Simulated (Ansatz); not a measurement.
Reaction (silylene formation by 1,1-elimination): `O[SiH2]O[SiH2]F` → `O[SiH2]O` + `F[SiH]`

Isolated molecules relaxed with PBE0-D4/def2-TZVP in Ansatz; ΔE leaves out vibrations. CCSD(T)/CBS adds triple-zeta CCSD(T) − MP2 to the extrapolated MP2 energy (def2 sets, frozen cores). This one scheme is used for every species. DFT in def2-TZVPP. One conformer a species, not always the lowest.

(1) Is it downhill or uphill in electronic energy at CCSD(T)/CBS, and by how much? (Estimate.)

(2) What do these levels give: LDA (SPW92), revPBE-D4, PBE0-D4, r2SCAN0-D4, BHLYP-D4, BLYP, r2SCAN0, CAM-B3LYP, MP2/def2-SVP, CCSD(T)/def2-SVP, MP2/def2-TZVPP, SCS-MP2/def2-TZVPP? (Estimate.)

Largest T1 diagnostic among the species: 0.015.

Results:

(1) Ansatz gave: Uphill: ΔE = +332.2 kJ/mol.

(2) Ansatz gave: LDA (SPW92) 337.7, revPBE-D4 306.9, PBE0-D4 331.4, r2SCAN0-D4 354.3, BHLYP-D4 347.9, BLYP 290.2, r2SCAN0 351.7, CAM-B3LYP 328.8, MP2/def2-SVP 332.8, CCSD(T)/def2-SVP 312.0, MP2/def2-TZVPP 345.2, SCS-MP2/def2-TZVPP 338.0 kJ/mol.

At CCSD(T), def2-SVP lies −20.2 kJ/mol from the extrapolated value and def2-TZVPP −5.3 kJ/mol. The D4 term adds +12.5 kJ/mol with B3LYP and +6.9 kJ/mol with PBE0; it sums over pairs of atoms, weighted by their polarisabilities, and B3LYP, whose exchange is more repulsive, gets the larger term. From BLYP to BHLYP (50 % exact exchange), in def2-TZVPP and without D4, ΔE moves by +46.9 kJ/mol.

B3LYP here is the variant with VWN-RPA as its local correlation; programs differ in this.
